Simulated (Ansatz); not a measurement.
Total energies of the cluster Al7 from Ansatz at PBE0-D4/def2-TZVP, gas phase (1 Eh = 27.2114 eV = 2625.5 kJ/mol). The reference geometry is relaxed at r2SCAN-D4/def2-SVP.

```xyz
7

Al   -1.608    1.036    0.905
Al   -0.326   -1.163    1.279
Al   -0.482    1.395   -1.518
Al    0.931    1.353    0.633
Al    0.882   -0.777   -1.308
Al    2.258   -0.891    0.922
Al   -1.655   -0.953   -0.914
```

```tsv
state	geometry	energy (Eh)
charge 0 doublet	reference	-1696.31636
charge 1 singlet	reference	-1696.08117
charge 0 quartet	relaxed at r2SCAN-D4/def2-SVP	-1696.28013
free Al atom (doublet)	–	-242.24894
```

Q: Work out the vertical ionisation energy to the singlet.

A: E(charge 1 singlet) − E(charge 0 doublet) = -1696.08117 − (-1696.31636) = 0.23519 Eh = 6.40 eV. For comparison, −ε of the highest occupied level of the spin that leaves is 5.07 eV at this level, 1.33 eV less.

Q: Which of the charge 0 states is lowest, and how far above it are the others?

A: The doublet. quartet: -1696.28013 − (-1696.31636) = 0.03623 Eh = 95.1 kJ/mol.

Q: What is the binding energy per atom against free atoms?

A: Atoms: 7 × (-242.24894) = -1695.74258 Eh. Binding: -1695.74258 − (-1696.31636) = 0.57378 Eh = 15.61 eV, or 2.23 eV for each of 7 atoms (no zero-point energy, no counterpoise term).

The structure comes from a short search, and lower isomers may exist.
